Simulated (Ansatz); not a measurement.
Ansatz (an electronic-structure program) input (revPBE/def2-TZVPD):

Ansatz 0.2 input:
```yaml
crystal:
  periodic: [false, false, false]
  atoms:
    - {symbol: B, position_ang: [0.65678771, 0.52264725, 0.14110167]}
    - {symbol: F, position_ang: [1.16914149, 1.25053842, -0.82098580]}
    - {symbol: C, position_ang: [-0.55529726, -0.43707369, -0.13540889]}
    - {symbol: F, position_ang: [-0.97676597, -1.13610807, 0.99175585]}
    - {symbol: H, position_ang: [-0.27938564, -1.16432713, -0.91029487]}
    - {symbol: H, position_ang: [-1.40414894, 0.14365984, -0.51969064]}
basis:
  gaussian:
    orbitals: def2-TZVPD
hamiltonian:
  xc: {name: revPBE}
magnetization: {spin_polarized: true, initial_magnetization: 1}
output: {forces: true}
```

Output:

```
Functional definition: revPBE
integrals: 0.06 GiB planned
835 factors; their error is unknown
mean field: 0.69 GiB planned
mean field evaluation 1: about -7174.6061 eV, gradient 3.5e1 eV
mean field evaluation 2: about -7169.2034 eV, gradient 4.9e1 eV
mean field evaluation 4: about -7179.3856 eV, gradient 4.5e0 eV
mean field evaluation 8: about -7179.4546 eV, gradient 5.6e-2 eV
mean field evaluation 16: about -7179.4369 eV, gradient 5.0e-5 eV
mean field -7179.43694161 eV, -263.8394412071 hartree, gradient 5.0e-5 eV, S^2 0.752201; 0 other end points of the search recorded, 0 dependent functions left out
the calculation of the forces begins
reference -7179.43701634 eV, -263.8394439534 hartree; 16, 15 occupied and 156, 157 virtual orbitals, 835 factors
Total energy: -7179.43701634 eV, -263.8394439534 hartree
Atom 0 at     0.656788     0.522647     0.141102 Å, force    -0.052404    -0.178059     0.445353 eV/Å
Atom 1 at     1.169141     1.250538    -0.820986 Å, force     0.307356     0.405023    -0.471224 eV/Å
Atom 2 at    -0.555297    -0.437074    -0.135409 Å, force     0.126835     0.105654     0.011432 eV/Å
Atom 3 at    -0.976766    -1.136108     0.991756 Å, force    -0.194048    -0.295593     0.431061 eV/Å
Atom 4 at    -0.279386    -1.164327    -0.910295 Å, force     0.071515    -0.210838    -0.265746 eV/Å
Atom 5 at    -1.404149     0.143660    -0.519691 Å, force    -0.259254     0.173814    -0.150877 eV/Å
Dipole moment:    -0.051761     0.054894    -0.332868 e Å
```

It need not be the lowest isomer of its formula.
